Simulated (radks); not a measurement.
Excited configurations of neutral rhodium: one electron is placed in a higher orbital outside [Kr] 4d8. The ground configuration is [Kr] 4d8 5s1. Method: Dirac Kohn-Sham, PBE, spin-unpolarised, spherical densities, finite nucleus; open shells are shared between the two j in proportion to 2j + 1; Fermi nuclear charge, rms radius 4.4945 fm; computed with a radial shooting solver on a logarithmic mesh with Libxc functionals. Excitation = E - E(ground); binding = E(ion) - E, where the ion is the core of charge +1; n* = 1/sqrt(2 binding) in atomic units, and the quantum defect is n - n*. Eigenvalue and <r> are those of j = l + 1/2.

| outer orbital | excitation (eV) | binding (eV) | n* | quantum defect | eigenvalue (eV) | <r> (bohr) |
|---|---|---|---|---|---|---|
| 4f | 6.552 | 0.910 | 3.867 | 0.133 | -0.435 | 17.40 |
| 5d | 5.897 | 1.565 | 2.949 | 2.051 | -0.719 | 10.47 |
| 6s | 5.042 | 2.420 | 2.371 | 3.629 | -1.427 | 8.873 |
| 7p | 6.453 | 1.009 | 3.672 | 3.328 | -0.622 | 20.90 |
| 7d | 6.805 | 0.657 | 4.550 | 2.450 | -0.407 | 31.34 |

Estimate the row for 5f.

Answer. excitation (eV) 6.835; binding (eV) 0.627; n* 4.657; quantum defect 0.343; eigenvalue (eV) -0.366; <r> (bohr) 29.48. The Delta-SCF ionisation energy is 7.462 eV (NIST Atomic Spectra Database: 7.459 eV, measured). Self-interaction in the functional shifts the binding energies and quantum defects, so they are the method's values and not measured ones. Spin polarisation and multiplet splitting are left out, so open shells lie too high by an amount that depends on their filling. Sharing an open shell by 2j + 1 raises it above the true ground level by a part of the spin-orbit splitting, which enters the differences from NIST.

Beside tabulated values, note that spin-unpolarised runs miss the spin-polarisation part of the exchange energy of open shells.
